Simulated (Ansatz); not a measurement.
Cost and result for the atomization energy of C9H16, SMILES `C#CCCCCCCC` (25 atoms, 24 bonds).

```xyz
25

C    -3.092   -1.832   -2.893
C    -2.264   -1.046   -2.523
C    -1.241   -0.119   -2.074
C     0.103   -0.801   -1.815
C     1.206    0.174   -1.422
C     0.944    0.983   -0.156
C     0.730    0.143    1.093
C     0.566    0.978    2.352
C     0.348    0.138    3.598
H    -3.830   -2.525   -3.222
H    -1.593    0.380   -1.165
H    -1.114    0.669   -2.826
H     0.402   -1.337   -2.720
H    -0.030   -1.563   -1.042
H     2.136   -0.391   -1.295
H     1.383    0.865   -2.254
H     1.796    1.652    0.009
H     0.080    1.641   -0.302
H     1.577   -0.543    1.219
H    -0.155   -0.493    0.972
H    -0.277    1.667    2.219
H     1.452    1.610    2.483
H     1.192   -0.536    3.771
H     0.233    0.761    4.488
H    -0.551   -0.478    3.505
```

Total charge 0; spin multiplicity 1. The structure was optimised at the PBE0-D4/def2-TZVP level. It is one conformer, not always the lowest. Program: Ansatz. All runs use 4 threads of an AMD EPYC 7R13 on a shared host and a share of an NVIDIA H100 80 GB. Times are those of one run each, without the atoms' runs, and a repeat can differ threefold. Electronic energies, without spin–orbit coupling; frozen cores. CCSD(T)/CBS adds CCSD(T) − MP2 in def2-TZVPP to the MP2 limit, and its time is that of the two runs behind it. T1 = 0.010. B3LYP takes the VWN-RPA correlation (the form of Gaussian; ORCA's B3LYP/G). HSE06 is the plane-wave form, built on full-range PBE exchange.

CCSD(T)/CBS is a level of theory with its own doubt, some kJ/mol a heavy atom from the limit and from the frozen cores, so smaller differences don't rank the functionals.

```
                             level  functions  wall time
                  CCSD(T)/def2-SVP        206      5.5 s
                ωB97X-V/def2-TZVPP        503        6 s
               HSE06-D4/def2-TZVPP        503        7 s
   PBE-D4/def2-TZVPP (with forces)        503        8 s
           CAM-B3LYP-D4/def2-TZVPP        503        8 s
  ωB97M-V/def2-TZVPP (with forces)        503        8 s
 B3LYP-D4/def2-TZVPP (with forces)        503        9 s
              revPBE-D4/def2-TZVPP        503        9 s
             r2SCANh-D4/def2-TZVPP        503      9.5 s
r2SCAN-D4/def2-TZVPP (with forces)        503      9.5 s
                    MP2/def2-QZVPP        993       14 s
                CCSD(T)/def2-TZVPP        503       89 s
                 CCSD(T)/CBS(def2)          –      100 s
```

(1) What atomization energy does each give, and how far from CCSD(T)/CBS? (An estimate is asked.)

Answers

(1) The calculation gave: 
```json
{"level": "CCSD(T)/def2-SVP", "atomization (kJ/mol)": "9972.7", "difference from CCSD(T)/CBS": "-354.9", "per bond": "-14.8"}
{"level": "ωB97X-V/def2-TZVPP", "atomization (kJ/mol)": "10337.6", "difference from CCSD(T)/CBS": "10.0", "per bond": "0.4"}
{"level": "HSE06-D4/def2-TZVPP", "atomization (kJ/mol)": "10431.1", "difference from CCSD(T)/CBS": "103.5", "per bond": "4.3"}
{"level": "PBE-D4/def2-TZVPP (with forces)", "atomization (kJ/mol)": "10551.5", "difference from CCSD(T)/CBS": "223.9", "per bond": "9.3"}
{"level": "CAM-B3LYP-D4/def2-TZVPP", "atomization (kJ/mol)": "10379.6", "difference from CCSD(T)/CBS": "52.0", "per bond": "2.2"}
{"level": "ωB97M-V/def2-TZVPP (with forces)", "atomization (kJ/mol)": "10359.5", "difference from CCSD(T)/CBS": "31.9", "per bond": "1.3"}
{"level": "B3LYP-D4/def2-TZVPP (with forces)", "atomization (kJ/mol)": "10339.8", "difference from CCSD(T)/CBS": "12.2", "per bond": "0.5"}
{"level": "revPBE-D4/def2-TZVPP", "atomization (kJ/mol)": "10327.1", "difference from CCSD(T)/CBS": "-0.5", "per bond": "0.0"}
{"level": "r2SCANh-D4/def2-TZVPP", "atomization (kJ/mol)": "10316.7", "difference from CCSD(T)/CBS": "-10.9", "per bond": "-0.5"}
{"level": "r2SCAN-D4/def2-TZVPP (with forces)", "atomization (kJ/mol)": "10355.5", "difference from CCSD(T)/CBS": "27.9", "per bond": "1.2"}
{"level": "MP2/def2-QZVPP", "atomization (kJ/mol)": "10371.7", "difference from CCSD(T)/CBS": "44.1", "per bond": "1.8"}
{"level": "CCSD(T)/def2-TZVPP", "atomization (kJ/mol)": "10112.1", "difference from CCSD(T)/CBS": "-215.5", "per bond": "-9.0"}
{"level": "CCSD(T)/CBS(def2)", "atomization (kJ/mol)": "10327.6", "difference from CCSD(T)/CBS": "0.0", "per bond": "0.0"}
```

In def2-TZVPP, CCSD(T) changes the Hartree–Fock value by +2310.9 kJ/mol (the triples alone add +132.9 kJ/mol) and MP2 by +2444.3 kJ/mol; breaking electron pairs costs correlation energy, which Hartree–Fock lacks. From r2SCAN to r2SCAN0 (25 % exact exchange), in def2-TZVPP and without D4, the atomization energy moves by −95.7 kJ/mol: exact exchange takes away binding that semilocal exchange gives to molecules. The D4 term adds +82.6 kJ/mol with B3LYP and +44.8 kJ/mol with PBE0; it sums over pairs of atoms, weighted by their polarisabilities, and B3LYP, whose exchange is more repulsive, gets the larger term.
